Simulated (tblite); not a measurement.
Species: CH10O3Si4.
Atom-mapped SMILES: `[SiH3:1][O:2][C@@H:3]1[SiH2:4][O:5][Si@H:6]1[O:7][SiH3:8]` (hydrogens: H9, H10, H11 on Si1; H12 on C3; H13, H14 on Si4; H15 on Si6; H16, H17, H18 on Si8)

Computed with GFN2-xTB (tblite), gas phase: L-BFGS steps from a force-field or distance-geometry start until the largest atomic force falls under 0.01 eV/Å.

Step 3: E = -722.8635 eV
```
atom  x, y, z in Å  |  force x, y, z in eV/Å
Si1    -3.2111    1.1604   -0.2020   -0.130   0.226  -0.299
O2     -1.9790    0.2578    0.3256    0.538  -0.035  -0.394
C3     -0.9063   -0.0353   -0.5838   -0.137  -0.078  -0.127
Si4    -0.4762   -1.8966   -0.5270   -0.187   0.262  -0.312
O5      0.8493   -1.4992    0.3957    0.040  -0.041  -0.133
Si6     0.8519    0.1433    0.1115   -0.929   0.124   0.225
O7      2.0089    0.4791   -0.9646    0.326   0.142   0.344
Si8     3.5167    0.2424   -0.3606    0.615  -0.084   0.387
H9     -2.8294    2.5691   -0.0758   -0.064   0.066  -0.066
H10    -3.4869    0.8254   -1.6167    0.028   0.120   0.142
H11    -4.3960    0.8401    0.5642    0.025  -0.143   0.275
H12    -1.0804    0.4349   -1.5435   -0.162   0.008  -0.182
H13    -1.4550   -2.6785    0.1586   -0.089  -0.309   0.379
H14    -0.1493   -2.3087   -1.8820    0.222  -0.242  -0.015
H15     0.8572    0.9565    1.2987    0.222  -0.008   0.330
H16     4.5733    0.8752   -1.1336   -0.334   0.106  -0.342
H17     3.7416   -1.1847   -0.2290    0.016  -0.146  -0.094
H18     3.5619    0.8252    0.9879   -0.001   0.032  -0.118
```

Step 4: E = -722.9732 eV
```
atom  x, y, z in Å  |  force x, y, z in eV/Å
Si1    -3.2215    1.1727   -0.2073    0.270  -0.144  -0.068
O2     -1.9641    0.2709    0.2962   -0.067   0.103  -0.069
C3     -0.9064   -0.0436   -0.6016   -0.316   0.125  -0.383
Si4    -0.4843   -1.9082   -0.5377   -0.364   0.263  -0.205
O5      0.8328   -1.4787    0.3672    0.222  -0.511   0.231
Si6     0.8236    0.1561    0.1271   -0.271   0.209  -0.245
O7      2.0325    0.4762   -0.9063   -0.175   0.246   0.136
Si8     3.5433    0.2344   -0.3470    0.358  -0.080   0.320
H9     -2.8339    2.5666   -0.0814   -0.035   0.306  -0.030
H10    -3.4832    0.8327   -1.6072   -0.071   0.079  -0.113
H11    -4.3851    0.8325    0.5767   -0.026  -0.148   0.294
H12    -1.0949    0.4380   -1.5530   -0.027  -0.044  -0.298
H13    -1.4540   -2.6921    0.1789    0.044  -0.179   0.244
H14    -0.1344   -2.3223   -1.8798    0.201  -0.293  -0.117
H15     0.8729    0.9500    1.3117    0.116   0.131   0.547
H16     4.5486    0.8813   -1.1551   -0.124   0.176  -0.420
H17     3.7404   -1.1879   -0.2362    0.125  -0.362  -0.045
H18     3.5590    0.8278    0.9784    0.141   0.123   0.222
```

Step 5: E = -723.0302 eV
```
atom  x, y, z in Å  |  force x, y, z in eV/Å
Si1    -3.2240    1.1778   -0.2108    0.276  -0.190   0.090
O2     -1.9567    0.2803    0.2780   -0.307   0.109   0.123
C3     -0.9115   -0.0466   -0.6181   -0.270   0.187  -0.397
Si4    -0.4947   -1.9114   -0.5465   -0.284   0.179  -0.076
O5      0.8259   -1.4744    0.3535    0.115  -0.492   0.255
Si6     0.8042    0.1669    0.1320    0.072   0.104  -0.222
O7      2.0431    0.4783   -0.8686   -0.225   0.276   0.035
Si8     3.5638    0.2283   -0.3345    0.093  -0.071   0.160
H9     -2.8371    2.5701   -0.0852   -0.038   0.344  -0.019
H10    -3.4823    0.8382   -1.6037   -0.122   0.053  -0.243
H11    -4.3784    0.8258    0.5886    0.038  -0.121   0.235
H12    -1.1040    0.4393   -1.5642    0.015  -0.041  -0.405
H13    -1.4522   -2.7027    0.1944    0.129  -0.071   0.126
H14    -0.1223   -2.3351   -1.8805    0.151  -0.287  -0.101
H15     0.8839    0.9481    1.3281    0.026   0.078   0.462
H16     4.5321    0.8878   -1.1747   -0.068   0.168  -0.400
H17     3.7418   -1.1957   -0.2411    0.170  -0.393  -0.024
H18     3.5598    0.8315    0.9769    0.229   0.168   0.403
```

**Question.** Estimate the geometry and energy of step 6. (The exact step hangs on the optimiser's Hessian estimate; all steps are aligned on step 5, rigid shifts and turns removed.)

**Answer.** E = -723.0958 eV, largest force 0.600 eV/Å
```
atom  x, y, z in Å  |  force x, y, z in eV/Å
Si1    -3.2245    1.1825   -0.2133    0.089  -0.055   0.172
O2     -1.9517    0.2937    0.2568   -0.351   0.006   0.248
C3     -0.9222   -0.0474   -0.6462   -0.099   0.230  -0.242
Si4    -0.5124   -1.9123   -0.5585   -0.061   0.007   0.038
O5      0.8166   -1.4763    0.3388   -0.123  -0.228   0.180
Si6     0.7800    0.1816    0.1365    0.394  -0.116  -0.022
O7      2.0547    0.4866   -0.8179   -0.158   0.263  -0.062
Si8     3.5912    0.2188   -0.3160   -0.192  -0.015  -0.050
H9     -2.8424    2.5810   -0.0907   -0.071   0.264  -0.016
H10    -3.4836    0.8466   -1.6042   -0.165   0.044  -0.287
H11    -4.3677    0.8147    0.6084    0.146  -0.070   0.129
H12    -1.1160    0.4407   -1.5885    0.033  -0.029  -0.471
H13    -1.4470   -2.7177    0.2169    0.211   0.073  -0.037
H14    -0.1036   -2.3579   -1.8830    0.040  -0.228   0.020
H15     0.8987    0.9458    1.3574   -0.116  -0.089   0.186
H16     4.5082    0.8996   -1.2084   -0.111   0.068  -0.252
H17     3.7472   -1.2136   -0.2482    0.196  -0.277  -0.007
H18     3.5659    0.8401    0.9836    0.338   0.151   0.472
```

The energy changes by -0.0656 eV. The first-order estimate −F·Δx gives -0.0978 eV and the mean of the old and new forces, exact on a quadratic surface, -0.0653 eV. The step makes an angle of 59° with the force vector and moves no atom by more than 0.053 Å.

What follows is the cost of the whole relaxation. On one thread of an Arm Neoverse V2, no GPU (shared host), this took 1.8 s wall.
